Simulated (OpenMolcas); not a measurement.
## 2s2 2p along the 5-electron sequence

| Quantity | Value |
| --- | --- |
| Program | OpenMolcas 26.06 |
| Method | SS-CASPT2, IPEA 0.25 Eh, imaginary shift 0.1 Eh |
| Basis | ANO-RCC-VQZP |
| Scalar Hamiltonian | DKH2, point nucleus |
| Spin-orbit coupling | RASSI with atomic mean-field integrals over the reference wave functions, term energies averaged over their components |

Active space for each ion: 3 electrons in 8 orbitals (2s 2p 3s 3p); closed shells correlated by CASPT2: 1s.

Computed levels in cm-1 above 2P* 1/2:

```tsv
Level	N2+	O3+	F4+	Ne5+
2P* 3/2	169	375	725	1263
weight of 2P* in the lowest level (%)	100	100	100	100
```

Measured, with the error of the calculation in %. Measured levels: N2+ from Moore, Selected Tables of Atomic Spectra, NSRDS-NBS 3, section 5; O3+ from Moore, Selected Tables of Atomic Spectra, NSRDS-NBS 3, section 10; F4+ from Moore, Atomic Energy Levels, vol. I, NSRDS-NBS 35 (1971 reprint of NBS Circular 467, 1949); Ne5+ from NIST levels in Podobedova, Fuhr, Reader and Wiese, J. Phys. Chem. Ref. Data 33, 525 (2004).

| Level | N2+ | O3+ | F4+ | Ne5+ |
| --- | --- | --- | --- | --- |
| 2P* 3/2 | 174 (-2.9) | 386 (-2.8) | 746 (-2.8) | 1310 (-3.6) |

The fine-structure level 2P* 3/2 changes by a factor of 7.47 from N2+ to Ne5+. Its fourth root runs 3.61, 4.40, 5.19, 5.96, with steps per unit of Z of 0.80, 0.79, 0.77; equal steps would mean a (Z - σ)^4 law with constant σ.

Active for correlation alone: 3p 3s; no level in the range computed is led by a configuration that fills them, so any true level of that kind is missing. Computed and measured levels are paired by configuration, term and J; levels that our copy of the source lacks, or whose pairing is in doubt (as where it misses far off the trend of its configuration), stay unpaired and out of the deviations. Only configurations of the active space appear.

* marks odd parity.
